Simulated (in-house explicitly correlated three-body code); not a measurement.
Computed with an exponentially correlated three-body code. Model: two electrons around a point charge, non-relativistic, variational in 260 exponentially correlated functions (energies converged to about 1e-7 hartree, or 1e-8 relative for large Z).

For two electrons in a singlet the Kohn-Sham orbital is the square root of half the density, so the exact Kohn-Sham potential and energy parts follow from the density alone, and exchange is minus half the Hartree energy. The Kohn-Sham level equals minus the binding energy of the second electron.

Command:
```bash
python run_hyl.py task.json out
```
Settings (lengths in bohr, energies in hartree):
```
Z                      1.28
interaction_strength   1
functions              260
states_tried           13
```

Cost of the run: 41 s on 1 thread of Intel(R) Xeon(R) Platinum 8259CL CPU @ 2.50GHz (Skylake/Cascade Lake) (shared host).

**Electric-dipole lines between converged S and P states, rate of the upper state's decay.**

Given: nuclear charge 1.28.

| s state | p state | p minus s (eV) | oscillator strength from s | rate (1/s) |
| --- | --- | --- | --- | --- |
| 1 1S | 2 1P | 4.4009 | 0.044538 | 1.2476e+07 |
| 1 1S | 3 1P | 4.5498 | 0.013939 | 4.1735e+06 |
| 2 1S | 2 1P | 0.13974 | 0.78931 | 222940 |
| 2 1S | 3 1P | 0.28866 | 0.0021772 | 2624 |
| 3 1S | 2 1P | -0.11307 | -0.35292 | 195790 |
| 3 1S | 3 1P | 0.035847 | 1.2573 | 23368 |
| 4 1S | 2 1P | -0.1867 | -0.040151 | 60728 |
| 4 1S | 3 1P | -0.03778 | -0.70364 | 43579 |
| 2 3S | 2 3P | 0.25956 | 0.87436 | 852000 |
| 2 3S | 3 3P | 0.41294 | 0.022465 | 55407 |
| 2 3S | 4 3P | 0.46624 | 0.0041148 | 12938 |
| 3 3S | 2 3P | -0.092378 | -0.46367 | 171700 |
| 3 3S | 3 3P | 0.061002 | 1.3452 | 72402 |
| 3 3S | 4 3P | ? | ? | ? |
| 4 3S | 2 3P | -0.18339 | -0.027108 | 39560 |
| 4 3S | 3 3P | ? | ? | ? |
| 4 3S | 4 3P | 0.023295 | 1.772 | 13909 |

**Question.** What belongs in the row 3 3S 4 3P?

**Answer.** p minus s (eV): 0.11431; oscillator strength from s: 0.057046; rate (1/s): 10781.

**Question.** What belongs in the row 4 3S 3 3P?

**Answer.** p minus s (eV): -0.030009; oscillator strength from s: -0.90603; rate (1/s): 35405.

**Exact Kohn-Sham parts of the ground state from its density.**

Computed: total energy -0.99076598 hartree; Kohn-Sham kinetic 0.95911 hartree; exchange energy -0.56932 hartree; DFT correlation energy -0.040515 hartree; kinetic part of the DFT correlation energy 0.031657 hartree; potential part of the DFT correlation energy -0.072172 hartree; exact minus restricted Hartree-Fock -0.040098 hartree; Kohn-Sham level -4.6685 eV; restricted Hartree-Fock level -5.1317 eV; dipole polarisability 19.113 bohr³.

**Question.** What is the Hartree energy?

**Answer.** 1.1386 hartree.

**Question.** What is the C6 of two such species?

**Answer.** 67.902 hartree·bohr⁶.

**Functionals on the exact density and self-consistent, errors are functional minus exact, hybrids only self-consistent, a dash where a self-consistent run leaves the top level unbound.**

| result | exchange error (millihartree) | correlation error (millihartree) | functional driven error (millihartree) | density driven error (millihartree) | self consistent total error (millihartree) | top level plus exact binding (eV) |
| --- | --- | --- | --- | --- | --- | --- |
| wB97X | - | - | - | - | -3.2127 | 0.29607 |
| RPBE | -11.048 | 4.2689 | -6.7786 | -0.84754 | -7.6262 | 4.1351 |
| B3LYP VWN-RPA | - | - | - | - | ? | ? |
| r2SCAN0 | - | - | - | - | 1.4752 | 2.7201 |
| SCAN | -7.0416 | 6.7833 | -0.25827 | -0.15505 | -0.41332 | 3.8928 |
| BLYP | -6.9323 | 4.0974 | -2.8349 | -0.96394 | -3.7988 | 4.1502 |
| LDA PW92 | 74.816 | -46.869 | 27.947 | -1.0546 | 26.893 | 4.1079 |
| AM05 | 55.96 | -35.328 | 20.632 | -0.789 | 19.843 | 4.2329 |
| PBE | ? | ? | ? | ? | ? | ? |
| LDA VWN5 | 74.816 | -46.975 | 27.841 | -1.0424 | 26.798 | 4.1083 |

**Question.** What belongs in the row B3LYP VWN-RPA?

**Answer.** self consistent total error (millihartree): -11.448; top level plus exact binding (eV): 3.0326.

**Question.** What belongs in the row PBE?

**Answer.** exchange error (millihartree): -0.79763; correlation error (millihartree): 4.2689; functional driven error (millihartree): 3.4713; density driven error (millihartree): -0.65113; self consistent total error (millihartree): 2.8202; top level plus exact binding (eV): 4.1515.

**Density and exact potentials over r, pair density (one pair, times 4 pi r12^2) and exact minus Kohn-Sham pair density over r12.**

```json
{"radius (bohr)": "0.167", "radial density (electrons/bohr)": "0.18059", "exchange potential (hartree)": "-0.94958", "intracule density (1/bohr)": "0.0051236", "Coulomb hole against Kohn-Sham (1/bohr)": "-0.007319", "correlation potential (hartree)": "-0.057"}
{"radius (bohr)": "0.198", "radial density (electrons/bohr)": "0.23498", "exchange potential (hartree)": "-0.94297", "intracule density (1/bohr)": "0.0073304", "Coulomb hole against Kohn-Sham (1/bohr)": "-0.009999", "correlation potential (hartree)": "-0.054"}
{"radius (bohr)": "0.234", "radial density (electrons/bohr)": "0.30018", "exchange potential (hartree)": "-0.93443", "intracule density (1/bohr)": "0.010424", "Coulomb hole against Kohn-Sham (1/bohr)": "-0.01348", "correlation potential (hartree)": "-0.049"}
{"radius (bohr)": "0.277", "radial density (electrons/bohr)": "0.37838", "exchange potential (hartree)": "-0.9232", "intracule density (1/bohr)": "0.014873", "Coulomb hole against Kohn-Sham (1/bohr)": "-0.01805", "correlation potential (hartree)": "-0.043"}
{"radius (bohr)": "0.327", "radial density (electrons/bohr)": "0.46669", "exchange potential (hartree)": "-0.90899", "intracule density (1/bohr)": "0.021076", "Coulomb hole against Kohn-Sham (1/bohr)": "-0.02375", "correlation potential (hartree)": "-0.036"}
{"radius (bohr)": "0.387", "radial density (electrons/bohr)": "0.56537", "exchange potential (hartree)": "-0.8907", "intracule density (1/bohr)": "0.029943", "Coulomb hole against Kohn-Sham (1/bohr)": "-0.03088", "correlation potential (hartree)": "-0.027"}
{"radius (bohr)": "0.458", "radial density (electrons/bohr)": "0.66831", "exchange potential (hartree)": "-0.86784", "intracule density (1/bohr)": "0.042334", "Coulomb hole against Kohn-Sham (1/bohr)": "-0.03929", "correlation potential (hartree)": "-0.017"}
{"radius (bohr)": "0.541", "radial density (electrons/bohr)": "0.76699", "exchange potential (hartree)": "-0.84013", "intracule density (1/bohr)": "0.059169", "Coulomb hole against Kohn-Sham (1/bohr)": "-0.04849", "correlation potential (hartree)": "-0.007"}
{"radius (bohr)": "0.64", "radial density (electrons/bohr)": "0.85379", "exchange potential (hartree)": "-0.80655", "intracule density (1/bohr)": "0.082013", "Coulomb hole against Kohn-Sham (1/bohr)": "-0.05779", "correlation potential (hartree)": "0.005"}
{"radius (bohr)": "0.757", "radial density (electrons/bohr)": "?", "exchange potential (hartree)": "?", "intracule density (1/bohr)": "?", "Coulomb hole against Kohn-Sham (1/bohr)": "?", "correlation potential (hartree)": "?"}
{"radius (bohr)": "0.896", "radial density (electrons/bohr)": "0.94567", "exchange potential (hartree)": "-0.72171", "intracule density (1/bohr)": "0.14933", "Coulomb hole against Kohn-Sham (1/bohr)": "-0.06969", "correlation potential (hartree)": "0.027"}
{"radius (bohr)": "1.06", "radial density (electrons/bohr)": "0.93277", "exchange potential (hartree)": "-0.67119", "intracule density (1/bohr)": "0.19349", "Coulomb hole against Kohn-Sham (1/bohr)": "-0.06748", "correlation potential (hartree)": "0.035"}
{"radius (bohr)": "1.25", "radial density (electrons/bohr)": "0.87758", "exchange potential (hartree)": "-0.61748", "intracule density (1/bohr)": "0.24045", "Coulomb hole against Kohn-Sham (1/bohr)": "-0.05711", "correlation potential (hartree)": "0.039"}
{"radius (bohr)": "1.48", "radial density (electrons/bohr)": "0.78177", "exchange potential (hartree)": "-0.5596", "intracule density (1/bohr)": "0.28634", "Coulomb hole against Kohn-Sham (1/bohr)": "-0.03761", "correlation potential (hartree)": "0.039"}
{"radius (bohr)": "1.75", "radial density (electrons/bohr)": "0.65793", "exchange potential (hartree)": "-0.50096", "intracule density (1/bohr)": "0.32072", "Coulomb hole against Kohn-Sham (1/bohr)": "-0.01192", "correlation potential (hartree)": "0.035"}
{"radius (bohr)": "2.07", "radial density (electrons/bohr)": "0.51958", "exchange potential (hartree)": "-0.44279", "intracule density (1/bohr)": "0.33377", "Coulomb hole against Kohn-Sham (1/bohr)": "0.01428", "correlation potential (hartree)": "0.028"}
{"radius (bohr)": "2.45", "radial density (electrons/bohr)": "0.38192", "exchange potential (hartree)": "-0.38669", "intracule density (1/bohr)": "0.31742", "Coulomb hole against Kohn-Sham (1/bohr)": "0.03344", "correlation potential (hartree)": "0.02"}
{"radius (bohr)": "2.9", "radial density (electrons/bohr)": "0.25887", "exchange potential (hartree)": "-0.33428", "intracule density (1/bohr)": "0.27075", "Coulomb hole against Kohn-Sham (1/bohr)": "0.0398", "correlation potential (hartree)": "0.012"}
{"radius (bohr)": "3.43", "radial density (electrons/bohr)": "0.16008", "exchange potential (hartree)": "-0.28682", "intracule density (1/bohr)": "0.20326", "Coulomb hole against Kohn-Sham (1/bohr)": "0.0334", "correlation potential (hartree)": "0.006"}
{"radius (bohr)": "4.05", "radial density (electrons/bohr)": "0.089242", "exchange potential (hartree)": "-0.24501", "intracule density (1/bohr)": "0.13196", "Coulomb hole against Kohn-Sham (1/bohr)": "0.02028", "correlation potential (hartree)": "0.003"}
{"radius (bohr)": "4.8", "radial density (electrons/bohr)": "?", "exchange potential (hartree)": "?", "intracule density (1/bohr)": "?", "Coulomb hole against Kohn-Sham (1/bohr)": "?", "correlation potential (hartree)": "?"}
{"radius (bohr)": "5.67", "radial density (electrons/bohr)": "0.017985", "exchange potential (hartree)": "-0.17617", "intracule density (1/bohr)": "0.031771", "Coulomb hole against Kohn-Sham (1/bohr)": "0.0007679", "correlation potential (hartree)": "0"}
{"radius (bohr)": "6.71", "radial density (electrons/bohr)": "0.0061869", "exchange potential (hartree)": "-0.14898", "intracule density (1/bohr)": "0.011227", "Coulomb hole against Kohn-Sham (1/bohr)": "-0.001243", "correlation potential (hartree)": "0"}
```

**Question.** What belongs in the row 0.757?

**Answer.** radial density (electrons/bohr): 0.91678; exchange potential (hartree): -0.76711; intracule density (1/bohr): 0.11183; Coulomb hole against Kohn-Sham (1/bohr): -0.06559; correlation potential (hartree): 0.017.

**Question.** What belongs in the row 4.8?

**Answer.** radial density (electrons/bohr): 0.042991; exchange potential (hartree): -0.20767; intracule density (1/bohr): 0.071084; Coulomb hole against Kohn-Sham (1/bohr): 0.007731; correlation potential (hartree): 0.001.

The density-driven part is never positive, since each functional's own density lowers its energy. Here it is small beside the functional-driven part (median ratio 0.13), the normal case. The correlation energy of density-functional theory lies 0.42 millihartree below exact minus Hartree-Fock, because the Hartree-Fock density, unlike the exact one, minimises the Hartree-Fock energy.
